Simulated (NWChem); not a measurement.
System: CH4N2S anion, doublet; SMILES of the neutral closed-shell parent NC(N)=S

Excerpt of the output:

```
             Northwest Computational Chemistry Package (NWChem) 7.3.0
             --------------------------------------------------------

                             Geometry "geometry" -> ""
                             -------------------------

 Output coordinates in angstroms (scale by  1.889725989 to convert to a.u.)

  No.       Tag          Charge          X              Y              Z
 ---- ---------------- ---------- -------------- -------------- --------------
    1 N                    7.0000     1.17911700    -1.06766200    -0.07334800
    2 C                    6.0000    -0.00831100    -0.31928800     0.22211800
    3 N                    7.0000    -1.16142900    -1.13593900    -0.00706800
    4 S                   16.0000    -0.00353400     1.40774600    -0.05857900
    5 H                    1.0000     1.27823100    -1.87205000     0.54710600
    6 H                    1.0000     1.99282800    -0.46797500     0.00954000
    7 H                    1.0000    -1.17389600    -1.48599700    -0.98178100
    8 H                    1.0000    -1.99082800    -0.56095500     0.10986800

 Effective nuclear repulsion energy (a.u.)     152.2119007127

                                 NWChem DFT Module
                                 -----------------

 Summary of "ao basis" -> "ao basis" (spherical)
 ------------------------------------------------------------------------------
       Tag                 Description            Shells   Functions and Types
 ---------------- ------------------------------  ------  ---------------------
 N                          6-31+g*                  8       18   4s3p1d
 C                          6-31+g*                  8       18   4s3p1d
 S                          6-31+g*                 10       22   5s4p1d
 H                          6-31+g*                  2        2   2s

 in cosmo_initialize ...
 calling solv_data for solv:cychexon

 solvent parameters
 solvname_short: cychexon
 solvname_long:  cyclohexanone
 dielec:       15.6190
 dielecinf:     2.1045
 nonaqueous SMD model solvent descriptors
 dielec:       15.6190
 sola:          0.0000
 solb:          0.5600
 solc:          0.0000
 solg:         49.7600
 solh:          0.0000
 soln:          1.4507

          ---------------
          -cosmo- solvent
          ---------------
 Cosmo: York-Karplus, doi: 10.1021/jp992097l
 dielectric constant -eps-     =  15.62
 screen = (eps-1)/(eps    )    =   0.93598
 surface charge correction     = lagrangian

   van der Waals surface
 --------------------------

 ---------- ATOMIC COORDINATES (A.U.) ------------ VDWR(ANG.) --
     1    2.22820804   -2.01758863   -0.13860762     1.890
     2   -0.01570551   -0.60336683    0.41974216     1.850
     3   -2.19478257   -2.14661345   -0.01335658     1.890
     4   -0.00667829    2.66025420   -0.11069826     2.490
     5    2.41550634   -3.53766154    1.03388043     1.200
     6    3.76589886   -0.88434452    0.01802799     1.200
     7   -2.21834178   -2.80812715   -1.85529707     1.200
     8   -3.76211941   -1.06005124    0.20762041     1.200
 number of segments per atom =        128
 number of   points per atom =        128
 atom (   nspa,  nppa )
 ----------------------
    1 (     64,     0 )       0
    2 (     16,     0 )       0
    3 (     66,     0 )       0
    4 (    102,     0 )       0
    5 (     49,     0 )       0
    6 (     39,     0 )       0
    7 (     46,     0 )       0
    8 (     39,     0 )       0
 number of -cosmo- surface points =      421
 molecular surface =    121.469 angstrom**2
 molecular volume  =    105.780 angstrom**3
 -lineq- algorithm             =   0
 -bem- low  level              =   3
 -bem- from -octahedral-
 gaussian surface charge width =   4.50000
 degree of switching           =   1.00000
 switching function tolerance  =   0.00010
 atomic radii =
 --------------
    1  7.000  1.890
    2  6.000  1.850
    3  7.000  1.890
    4 16.000  2.490
    5  1.000  1.200
    6  1.000  1.200
    7  1.000  1.200
    8  1.000  1.200
 ...... end of -cosmo- initialization ......

 nat:                     8
 ixmem:                  3618
 calling mnsol_interface()
 G(SMD-CDS) energy (kcal/mol)  =     0.042
 SMD-CDS SASA (angstrom**2)    =   125.377

[...]

                                COSMO-SMD solvation results
                                ---------------------------

             internal energy in gas <Psi(g)|H|Psi(g)> =      -548.200842815207
         internal energy in solvent <Psi(s)|H|Psi(s)> =      -548.196968210483
                               delta internal energy  =         0.003874604724 (    2.43 kcal/mol)
   total free energy in solvent <Psi(s)|H+V/2|Psi(s)> =      -548.297690353647
 polarization energy contribution <Psi(s)|V/2|Psi(s)> =        -0.100722143163 (  -63.20 kcal/mol)
    total free energy in solvent including G(SMD-CDS) =      -548.297623756588
                       G(SMD-CDS) energy contribution =         0.000066597059 (    0.04 kcal/mol)
     1 M fixed-concentration free energy of solvation =        -0.096780941381 (  -60.73 kcal/mol)

                    DFT Final Alpha Molecular Orbital Analysis
                    ------------------------------------------

 Vector   19  Occ=1.000000D+00  E=-2.095389D-01
              MO Center=  2.4D-04,  7.2D-01,  2.8D-02, r^2= 3.0D+00
   Bfn.  Coefficient  Atom+Function         Bfn.  Coefficient  Atom+Function
  ----- ------------  ---------------      ----- ------------  ---------------
    63      0.485371  4 S  pz                67      0.277230  4 S  pz
    28      0.202793  2 C  s                 61     -0.202563  4 S  px
    59     -0.188180  4 S  pz                 5     -0.185302  1 N  pz
     6      0.176793  1 N  s                 62      0.177297  4 S  py
    23      0.171453  2 C  pz                27      0.149554  2 C  pz

 Vector   20  Occ=1.000000D+00  E=-1.832580D-01
              MO Center= -4.7D-02,  1.2D+00, -3.6D-02, r^2= 2.5D+00
   Bfn.  Coefficient  Atom+Function         Bfn.  Coefficient  Atom+Function
  ----- ------------  ---------------      ----- ------------  ---------------
    61      0.601620  4 S  px                65      0.365381  4 S  px
    57     -0.231942  4 S  px                40      0.172237  3 N  py
    63      0.168959  4 S  pz                44      0.144784  3 N  py
    69      0.140324  4 S  px                10     -0.104488  1 N  s
    67      0.103947  4 S  pz                 6     -0.088609  1 N  s

 Vector   21  Occ=1.000000D+00  E=-9.975328D-02
              MO Center=  1.7D-02,  5.4D-02, -2.1D-02, r^2= 3.7D+00
   Bfn.  Coefficient  Atom+Function         Bfn.  Coefficient  Atom+Function
  ----- ------------  ---------------      ----- ------------  ---------------
    28      1.424879  2 C  s                 68     -0.633540  4 S  s
    23      0.462790  2 C  pz                27      0.426714  2 C  pz
    46     -0.376891  3 N  s                 63     -0.340971  4 S  pz
    71     -0.308550  4 S  pz                67     -0.264555  4 S  pz
    24      0.262394  2 C  s                 42     -0.236749  3 N  s

 Vector   22  Occ=0.000000D+00  E= 7.728857D-03
              MO Center=  8.0D-02, -6.3D-01,  4.5D-01, r^2= 1.1D+01
   Bfn.  Coefficient  Atom+Function         Bfn.  Coefficient  Atom+Function
  ----- ------------  ---------------      ----- ------------  ---------------
    68      3.967706  4 S  s                 30     -2.539927  2 C  py
    10     -1.197785  1 N  s                 46     -1.138626  3 N  s
    28     -0.945080  2 C  s                 70     -0.900212  4 S  py
    71      0.424093  4 S  pz                11      0.346912  1 N  px
    47     -0.341748  3 N  px                 6     -0.293814  1 N  s

 Vector   23  Occ=0.000000D+00  E= 3.760442D-02
              MO Center= -6.2D-02,  2.7D+00, -3.7D-01, r^2= 8.7D+00
   Bfn.  Coefficient  Atom+Function         Bfn.  Coefficient  Atom+Function
  ----- ------------  ---------------      ----- ------------  ---------------
    28      2.246209  2 C  s                 68     -2.050871  4 S  s
    70      1.963601  4 S  py                30      1.302082  2 C  py
    46      0.748709  3 N  s                 64     -0.629779  4 S  s
    71     -0.406746  4 S  pz                29      0.271125  2 C  px
    24      0.179375  2 C  s                 47      0.157823  3 N  px

 Vector   24  Occ=0.000000D+00  E= 4.356886D-02
              MO Center=  5.0D-03, -6.9D-01,  2.5D-01, r^2= 1.3D+01
   Bfn.  Coefficient  Atom+Function         Bfn.  Coefficient  Atom+Function
  ----- ------------  ---------------      ----- ------------  ---------------
    46      2.920755  3 N  s                 29      2.719813  2 C  px
    10     -2.541478  1 N  s                 28     -1.106182  2 C  s
    48      0.727618  3 N  py                68      0.692369  4 S  s
    47      0.594915  3 N  px                11      0.574122  1 N  px
    12     -0.541004  1 N  py                70     -0.372249  4 S  py

                     DFT Final Beta Molecular Orbital Analysis
                     -----------------------------------------

 Vector   18  Occ=1.000000D+00  E=-2.449312D-01
              MO Center= -1.2D-01, -8.4D-01, -4.6D-02, r^2= 3.1D+00
   Bfn.  Coefficient  Atom+Function         Bfn.  Coefficient  Atom+Function
  ----- ------------  ---------------      ----- ------------  ---------------
    28      0.389931  2 C  s                  5     -0.333437  1 N  pz
    40     -0.308136  3 N  py                 9     -0.263726  1 N  pz
    68     -0.257847  4 S  s                 41      0.252112  3 N  pz
    44     -0.235509  3 N  py                62     -0.231690  4 S  py
    45      0.195780  3 N  pz                22      0.160566  2 C  py

[...]
```

Level: B3LYP/6-31+G* (spherical d), spin-unrestricted, SMD on the gas-phase geometry. All runs use the structure optimised with B3LYP/def2-SVPD, spin-unrestricted. No frequency run checked for a minimum. This spin state was assumed; another may lie lower. No stability test was run on the SCF state. The gas-phase anion has a positive highest level at the geometry level, so the gas reference is doubtful. B3LYP is NWChem's, with the RPA form of VWN correlation. Solvent: cyclohexanone.

Question: Reconstruct the input file.

Answer: This is not unique; one that fits is the input that was run:
```
start job
memory heap 200 mb stack 900 mb global 1100 mb
charge -1
geometry units angstroms noautosym nocenter noautoz
  N      1.179117    -1.067662    -0.073348
  C     -0.008311    -0.319288     0.222118
  N     -1.161429    -1.135939    -0.007068
  S     -0.003534     1.407746    -0.058579
  H      1.278231    -1.872050     0.547106
  H      1.992828    -0.467975     0.009540
  H     -1.173896    -1.485997    -0.981781
  H     -1.990828    -0.560955     0.109868
end
basis spherical
  * library 6-31+g*
end
dft
  odft
  mult 2
  xc b3lyp
  iterations 150
end
cosmo
  do_cosmo_smd true
  solvent cychexon
end
task dft energy
```
